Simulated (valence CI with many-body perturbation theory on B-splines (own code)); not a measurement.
## Forbidden lines of Hg⁹⁺

Method: configuration interaction combined with many-body perturbation theory (CI+MBPT): three valence electrons over a frozen Dirac-Fock core [Xe] 4f14, a basis of 9 s, 9 p, 10 d, 8 f, 5 g, 3 h, 1 i functions for each j, with the one-electron correlation potential Σ1, the two-electron term Σ2, the three-electron term Σ3, Breit, model QED; selected CI, second order for the rest, scaled by the run's own slope (own B-spline code, finite nucleus).

No measured levels were compared; by estimate terms of the open shell hold to 2 to 4 % of their energy, and close levels can change places. Core correlation moves these levels by up to 14000 cm⁻¹, and in measured spectra 5 to 20 % of such shifts remained as error; rates that hang on mixing are uncertain with them. The list stops below the first excitations out of the core.

Lines 1 to 50 of 120 in falling wavelength, among levels below 366320 cm⁻¹, chosen from the decays that carry over 1 % of a level's rate. Wavelengths and rates use the calculated energies, so an error of 2000 cm⁻¹ moves a line at 2926 nm by 59 % and its rate by three times that or more. Electric multipoles are in the length gauge, E1 and E2 with the static RPA response of the core. Weak lines are less certain than strong ones. Lines between different terms over intervals too small for the method are left out, as are lines whose strength nearly cancels.

Levels are named by their leading jj configuration (3d3/2^4 stands for four electrons in 3d with j = 3/2), which in mixed levels can hold well under half, so a name can repeat and another be missing. Letters in brackets count levels of one name in rising energy.

```tsv
λ vac (nm)	Upper	Lower	Type	A (s⁻¹)	Branch %
2926	(5d3/2^2 5d5/2) J=9/2	(5d3/2^2 5d5/2) J=7/2	M1	5.08e-01	100.0
2368	(5d3/2^2 5d5/2) J=1/2	(5d3/2^2 5d5/2) J=3/2	M1	1.93e+00	5.0
1148	(5d3/2^2 5d5/2) J=7/2	(5d3/2^2 5d5/2) J=5/2 [a]	M1	1.83e+01	99.8
1054	(5d3/2^2 5d5/2) J=3/2	(5d3/2^2 5d5/2) J=5/2 [a]	M1	5.69e+00	4.7
1027	(5d3/2 5d5/2^2) J=5/2 [a]	(5d3/2 5d5/2^2) J=3/2 [a]	M1	6.20e+00	2.8
889.9	(5d3/2 5d5/2^2) J=11/2	(5d3/2 5d5/2^2) J=9/2	M1	8.76e+00	9.9
763.1	(5d3/2 5d5/2^2) J=5/2 [b]	(5d3/2 5d5/2^2) J=3/2 [a]	M1	3.84e+00	2.3
731.6	(5d5/2^3) J=9/2	(5d3/2 5d5/2^2) J=11/2	M1	8.63e+00	1.9
710.7	(5d5/2^3) J=3/2	(5d3/2 5d5/2^2) J=5/2 [a]	M1	6.06e+00	1.2
674.0	(5d3/2^2 5d5/2) J=5/2 [a]	(5d3/2^3) J=3/2	M1	1.09e+02	100.0
568.3	(5d3/2 5d5/2^2) J=9/2	(5d3/2^2 5d5/2) J=9/2	M1	9.63e+01	54.5
551.3	(5d3/2 5d5/2^2) J=5/2 [a]	(5d3/2 5d5/2^2) J=7/2 [a]	M1	7.83e+00	3.5
536.6	(5d3/2 5d5/2^2) J=7/2 [a]	(5d3/2^2 5d5/2) J=7/2	M1	6.17e+01	19.9
517.0	(5d3/2^2 5d5/2) J=5/2 [b]	(5d3/2^2 5d5/2) J=3/2	M1	6.21e+01	71.5
499.2	(5d3/2 5d5/2^2) J=5/2 [b]	(5d3/2^2 5d5/2) J=5/2 [b]	M1	6.37e+01	38.0
497.2	(5d3/2^2 5d5/2) J=5/2 [b]	(5d3/2^2 5d5/2) J=7/2	M1	5.67e+00	6.5
487.1	(5d3/2 5d5/2^2) J=3/2 [b]	(5d5/2^3) J=3/2	M1	1.02e+01	1.8
475.9	(5d3/2 5d5/2^2) J=9/2	(5d3/2^2 5d5/2) J=7/2	M1	8.04e+01	45.5
465.9	(5d5/2^3) J=3/2	(5d3/2 5d5/2^2) J=1/2	M1	7.27e+01	14.5
464.9	(5d3/2 5d5/2^2) J=5/2 [b]	(5d3/2 5d5/2^2) J=7/2 [a]	M1	5.14e+00	3.1
453.6	(5d3/2 5d5/2^2) J=3/2 [a]	(5d3/2^2 5d5/2) J=1/2	M1	4.74e+01	9.0
433.2	(5d3/2 5d5/2^2) J=7/2 [b]	(5d3/2^2 5d5/2) J=5/2 [b]	M1	4.60e+00	3.1
420.1	(5d5/2^3) J=3/2	(5d3/2 5d5/2^2) J=3/2 [a]	M1	1.28e+02	25.5
411.2	(5d3/2^2 5d5/2) J=3/2	(5d3/2^3) J=3/2	M1	1.15e+02	95.2
410.1	(5d3/2 5d5/2^2) J=1/2	(5d3/2^2 5d5/2) J=1/2	M1	2.61e+02	93.8
407.2	(5d3/2 5d5/2^2) J=7/2 [b]	(5d3/2 5d5/2^2) J=7/2 [a]	M1	2.56e+01	17.2
401.5	(5d5/2^3) J=9/2	(5d3/2 5d5/2^2) J=9/2	M1	1.92e+02	41.8
392.4	(5d5/2^3) J=5/2	(5d5/2^3) J=3/2	M1	1.68e+01	1.7
380.7	(5d3/2 5d5/2^2) J=3/2 [a]	(5d3/2^2 5d5/2) J=3/2	M1	2.68e+02	51.2
366.5	(5d5/2^3) J=9/2	(5d3/2 5d5/2^2) J=7/2 [a]	M1	2.34e+02	51.0
365.7	(5d3/2 5d5/2^2) J=7/2 [a]	(5d3/2^2 5d5/2) J=5/2 [a]	M1	2.48e+02	80.0
350.3	(5d3/2^2 5d5/2) J=1/2	(5d3/2^3) J=3/2	M1	3.58e+01	92.7
350.3	(5d3/2^2 5d5/2) J=1/2	(5d3/2^3) J=3/2	E2	8.80e-01	2.3
349.6	(5d3/2 5d5/2^2) J=1/2	(5d3/2^2 5d5/2) J=3/2	M1	8.32e+00	3.0
346.9	(5d3/2^2 5d5/2) J=5/2 [b]	(5d3/2^2 5d5/2) J=5/2 [a]	M1	1.01e+01	11.6
346.8	(5d3/2 5d5/2^2) J=11/2	(5d3/2^2 5d5/2) J=9/2	M1	7.94e+01	90.0
325.4	(5d5/2^3) J=3/2	(5d3/2^2 5d5/2) J=5/2 [b]	M1	1.56e+02	31.0
320.2	(5d3/2 5d5/2^2) J=3/2 [b]	(5d3/2 5d5/2^2) J=5/2 [b]	M1	3.69e+01	6.7
301.8	(5d5/2^3) J=5/2	(5d3/2 5d5/2^2) J=7/2 [b]	M1	9.68e+01	10.1
289.0	(5d3/2 5d5/2^2) J=3/2 [b]	(5d3/2 5d5/2^2) J=5/2 [a]	M1	2.02e+02	36.6
279.7	(5d3/2 5d5/2^2) J=3/2 [a]	(5d3/2^2 5d5/2) J=5/2 [a]	M1	1.69e+02	32.2
277.8	(5d3/2 5d5/2^2) J=5/2 [a]	(5d3/2^2 5d5/2) J=3/2	M1	6.01e+01	27.1
276.3	(5d5/2^3) J=5/2	(5d3/2 5d5/2^2) J=5/2 [b]	M1	2.77e+02	28.9
271.9	(5d3/2 5d5/2^2) J=5/2 [a]	(5d3/2^2 5d5/2) J=7/2	M1	1.07e+02	48.2
254.0	(5d3/2 5d5/2^2) J=5/2 [b]	(5d3/2^2 5d5/2) J=3/2	M1	3.03e+01	18.1
251.4	(5d3/2 5d5/2^2) J=7/2 [b]	(5d3/2^2 5d5/2) J=9/2	M1	6.39e+01	42.9
251.4	(5d3/2 5d5/2^2) J=7/2 [b]	(5d3/2^2 5d5/2) J=9/2	E2	1.74e+00	1.2
249.1	(5d3/2 5d5/2^2) J=5/2 [b]	(5d3/2^2 5d5/2) J=7/2	M1	3.26e+01	19.4
238.1	(5d3/2 5d5/2^2) J=3/2 [b]	(5d3/2 5d5/2^2) J=1/2	M1	4.50e+01	8.2
231.5	(5d3/2 5d5/2^2) J=7/2 [b]	(5d3/2^2 5d5/2) J=7/2	M1	3.21e+01	21.5
```
